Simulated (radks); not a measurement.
Task: These are the eigenvalues of the occupied orbitals of an atom or ion with whole-number occupations (Ry). Method: Dirac Kohn-Sham, PBEsol, spin-unpolarised, spherical densities, finite nucleus; Fermi nuclear charge, rms radius of each element as measured or else 0.836 A^(1/3) + 0.57 fm; computed with a radial shooting solver on a logarithmic mesh with Libxc functionals.

| orbital | eigenvalue |
|---|---|
| 1s1/2 | -2524.983 |
| 2s1/2 | -394.4927 |
| 2p1/2 | -370.8137 |
| 2p3/2 | -346.9710 |
| 3s1/2 | -82.21250 |
| 3p1/2 | -72.36378 |
| 3p3/2 | -67.83559 |
| 3d3/2 | -50.48356 |
| 3d5/2 | -49.52611 |
| 4s1/2 | -16.39212 |
| 4p1/2 | -12.90341 |
| 4p3/2 | -11.99616 |
| 4d3/2 | -6.34706 |
| 4d5/2 | -6.20003 |
| 5s1/2 | -3.16502 |
| 5p1/2 | -2.28628 |
| 5p3/2 | -2.16382 |
| 6s1/2 | -0.97470 |

Which element is it, and in what charge state? The configuration may be excited. Open shells, if any, fill j = l - 1/2 first.

Result: Z = 54, xenon, charge +2: Xe2+ in [Kr] 4d10 5s2 5p3 6s1. The list shows which subshells hold electrons but not how many an open one holds; the 1s level, -1262.5 hartree, gives Z - s = 50.2 by -(Z - s)^2/2, which with screening and relativity narrows Z to a few neighbours, and the depths of the outer levels then fix element, charge and occupations together.
